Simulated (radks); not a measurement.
O, 8 electrons, occupied as 1s1 2s2 2p4 3s1 (not the ground configuration).

All-electron calculation, scalar-relativistic Kohn-Sham, PBE, spin-unpolarised, spherical densities, point nucleus. Program: a radial shooting solver on a logarithmic mesh with Libxc functionals.

Energy parts (eV):
part                     energy
total                 -1490.560
kinetic                1486.928
electron-nucleus      -3590.171
Hartree                 784.914
exchange-correlation   -172.230

Orbitals (lengths in bohr, moments of r in powers of bohr; r(max) is where P^2 peaks; r(90%) holds 90 % of the orbital's charge):
\begin{tabular}{lrrrrrr}
orbital & occ. & eigenvalue (eV) & r(90%) & <r^2> & <r^4> & r(max) \\ \hline
1s & 1 & -589.0622 & 0.343 & 0.04968 & 0.006380 & 0.1259 \\
2s & 2 & -37.1240 & 1.62 & 1.243 & 2.975 & 0.7966 \\
2p & 4 & -22.2734 & 1.69 & 1.255 & 3.798 & 0.6858 \\
3s & 1 & -2.4359 & 7.25 & 26.04 & 1169 & 3.926 \\
\end{tabular}

The highest occupied level is 3s at -2.436 eV. Summed over all electrons, <r^2> = 33.59 bohr^2, which gives a Langevin (diamagnetic) susceptibility term of -26.6 x 10^-6 cm^3/mol. The density falls to 0.001 e/bohr^3 at r = 4.31 bohr.
